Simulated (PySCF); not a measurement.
From one molecule to another.

First species: CH₇PSi.
Atom-mapped SMILES: `[CH3:1][SiH2:2][PH2:3]` (hydrogens: H4, H5, H6 on C1; H7, H8 on Si2; H9, H10 on P3)

Structure used (PBE0-D3(BJ)/def2-SVP), in Å, numbered top down from 1:
```xyz
10
CH7PSi angstrom
C     -1.1367    0.7247   -0.0978
Si    -0.1364   -0.8538    0.1082
P      2.1107   -0.5426    0.0608
H     -2.2165    0.5096   -0.0640
H     -0.9029    1.4396    0.7059
H     -0.9115    1.2067   -1.0614
H     -0.4533   -1.5072    1.4165
H     -0.4622   -1.8255   -0.9820
H      2.0608    0.2945   -1.0980
H      2.0657    0.5634    0.9668
```

Second species: F2H3PSi.
Structure used (PBE0-D3(BJ)/def2-SVP), in Å, numbered top down from 1:
```xyz
7
F2H3PSi angstrom
F      1.6597    1.1018    0.6077
P      1.2655    0.1535   -0.6503
F      1.7228   -1.2788   -0.0368
Si    -0.9516   -0.0813   -0.0598
H     -1.0264   -0.4743    1.3765
H     -1.5500   -1.1395   -0.9272
H     -1.6492    1.2185   -0.2902
```

Levels: CAM-B3LYP/def2-SVPD for dipole moment, HOMO energy, LUMO energy, HOMO–LUMO gap, static isotropic polarisability and electronic spatial extent ⟨r²⟩ about the centre of nuclear charge; TDDFT CAM-B3LYP/def2-SVPD for lowest singlet excitation; TDA CAM-B3LYP/def2-SVPD for lowest triplet excitation (Tamm–Dancoff); ΔSCF CAM-B3LYP/def2-SVPD for vertical ionisation energy; PBE0-D3(BJ)/def2-SVP for rotational constant A and rotational constant C. Geometries: PBE0-D3(BJ)/def2-SVP. All species are isolated and taken at one optimised geometry, non-relativistic unless stated. Electronic properties by PySCF.

Dipoles, sizes and rotational constants follow the conformer. The torsions of the flexible species, by atom-mapped SMILES:
- `[CH3:1][SiH2:2][PH2:3]`: H–P3–Si2–C1 -47°, H–P3–Si2–C1 47°

Problem. Which of the two has the higher LUMO energy, and by how much?

Solution. The first: 1.04 eV against 0.08 eV, a difference of 0.96 eV.

Problem. Which has the higher static isotropic polarisability?

Solution. The first: 69.8 au against 56.6 au, a difference of 13.2 au.

Problem. Which of the two has the higher rotational constant A, and by how much?

Solution. The first: 14.293 GHz against 6.328 GHz, a difference of 7.965 GHz.

Problem. Which has the higher ⟨r²⟩?

Solution. The second: 498 bohr² against 469 bohr², a difference of 29 bohr².

Problem. Which has the higher T1 energy?

Solution. The first: 5.72 eV against 3.97 eV, a difference of 1.75 eV.

Problem. Which has the higher dipole moment?

Solution. The second: 1.95 D against 1.46 D, a difference of 0.49 D.

Problem. Which has the higher vertical ionisation energy?

Solution. The second: 9.76 eV against 9.56 eV, a difference of 0.20 eV.

Problem. Which has the higher S1 energy?

Solution. The first: 6.59 eV against 4.84 eV, a difference of 1.75 eV.

On the first: The dipole matches unit charges of opposite sign 0.30 Å apart (1 e·Å = 4.8032 D). The vertical singlet–triplet gap S1 − T1 is 0.87 eV (TDDFT singlet less Tamm–Dancoff triplet).

On the second: The 10 singlets span 4.84 to 8.76 eV, and their oscillator strengths add up to 0.67. A dipole of 1.95 D is allowed in Cs, and pure rotational transitions are dipole-allowed.
